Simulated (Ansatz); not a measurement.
Geometry optimisation, Ansatz, UKS PBE-D4/STO-3G.

Input:

```yaml
crystal:
  periodic: [false, false, false]
  atoms:
    - { symbol: F, position_ang: [-1.7489, 1.7193, -0.4925] }
    - { symbol: Si, position_ang: [-0.4295, 1.0986, -0.0033] }
    - { symbol: O, position_ang: [-0.3787, -0.4472, -0.6131] }
    - { symbol: P, position_ang: [1.0487, -1.2342, -0.1078] }
    - { symbol: H, position_ang: [-1.03269, -0.38883, -1.35404] }
    - { symbol: H, position_ang: [-0.4278, 1.1096, 1.484] }
    - { symbol: H, position_ang: [0.473, -1.8192, 1.0818] }
    - { symbol: H, position_ang: [0.8458, -2.4014, -0.8857] }
magnetization:
  spin_polarized: true
basis:
  gaussian: { orbitals: STO-3G }
hamiltonian:
  xc: pbe
  dispersion: d4
relax:
  f_tol: 0.02
  max_steps: 50
```

Command:

```bash
$ ansatz run input.yaml --threads 1 --pin off --max-ram 2048MiB --backend cpu --events-out ev --progress --plain --runs-dir out
```

**Question.** Where does it end, and by what steps?

**Answer.** It converged. Limits of this set-up: minimal basis. After 21 steps the energy has fallen by 4.168 eV; H6 moved furthest, 1.16 Å. The start is strongly strained (largest force component 9 eV/Å).

```csv
step,energy less start (eV),largest force component (eV/Å),accepted
0,0.0000,9.048,yes
1,-1.9042,3.890,yes
2,-2.7048,1.221,yes
3,-2.9497,1.221,yes
4,-3.1005,0.825,yes
5,-3.0671,2.834,no
6,-3.1796,0.911,yes
7,-3.2165,0.568,yes
8,-3.2519,0.320,yes
9,-3.2830,0.236,yes
10,-3.3057,0.467,yes
11,-3.3463,0.210,yes
12,-3.3913,0.822,yes
13,-3.5079,0.758,yes
14,-3.8439,1.291,yes
15,-4.0805,0.927,yes
16,-4.1437,0.385,yes
17,-4.1583,0.193,yes
18,-4.1632,0.077,yes
19,-4.1661,0.106,yes
20,-4.1676,0.052,yes
21,-4.1678,0.017,yes
```

```xyz
8
Properties=species:S:1:pos:R:3
F -1.101 1.281 -1.063
Si -0.237 1.238 0.548
O -0.542 -0.584 0.015
P 0.974 -1.295 -0.629
H -1.016 0.063 -0.879
H -1.562 1.204 1.277
H 1.449 -1.683 0.664
H 0.384 -2.588 -0.824
```

The run took 55 s on 1 thread of Intel(R) Xeon(R) Processor @ 2.70GHz, with other jobs on the host, peak memory 0.17 GiB.
